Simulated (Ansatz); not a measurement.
Compare A (`CC(N)N[SiH3]`) with its isomer B (`CN(C)N[SiH3]`).

Computed with Ansatz on PBE0-D4/def2-TZVP structures; ΔE is electronic, products minus reactants. CBS: MP2 limit from def2 TZ/QZ plus the TZ coupled-cluster correction, frozen cores. DFT in def2-TZVPP. B3LYP here is the variant with VWN-RPA as its local correlation; programs differ in this. One conformer a species, not always the lowest.

(1) Which isomer does CCSD(T)/CBS put lower? Give the gap. (Best estimate.)

(2) Give E(B) − E(A) in kJ/mol with B3LYP-D4, PBE-D4, B3LYP, PBE0-D4, CCSD(T)/def2-TZVPP, B2PLYP, r2SCAN-D4. (Best estimate.)

Largest T1 diagnostic: 0.010.

Answers

(1) The calculation gave: A, by 145.6 kJ/mol.

(2) The calculation gave: B3LYP-D4 134.5, PBE-D4 133.2, B3LYP 137.1, PBE0-D4 138.5, CCSD(T)/def2-TZVPP 144.7, B2PLYP 142.0, r2SCAN-D4 140.8. None reverses the order clearly.

From PBE to PBE0 (25 % exact exchange), in def2-TZVPP and without D4, E(B) − E(A) moves by +5.1 kJ/mol.
